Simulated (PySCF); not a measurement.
C₃H₈O₂Si, SMILES C=C[Si@@H](O)OC. Geometry: PBE0-D3(BJ)/def2-SVP. The structure was generated by enumeration; whether it is a known compound was not checked. Other conformers were not sampled.

Computed equilibrium geometry at PBE0-D3(BJ)/def2-SVP (PySCF confirms it by a frequency run) as a Z-matrix (one conformer of several):
```
Si
O 1 1.6618
C 2 1.4001 1 124.44
H 3 1.1007 2 108.91 1 -179.37
H 3 1.1047 4 108.14 2 121.82
H 3 1.1057 4 107.90 5 116.44
O 1 1.6649 2 112.07 3 -62.75
H 7 0.9623 1 115.43 2 -69.73
H 1 1.4878 2 110.46 3 52.10
C 1 1.8566 9 114.36 7 122.11
C 10 1.3385 1 122.55 9 120.62
H 11 1.0953 10 120.87 1 -0.82
H 11 1.0961 12 116.89 10 179.89
H 10 1.0983 11 118.60 12 179.83
```
Charge 0, spin multiplicity 1.
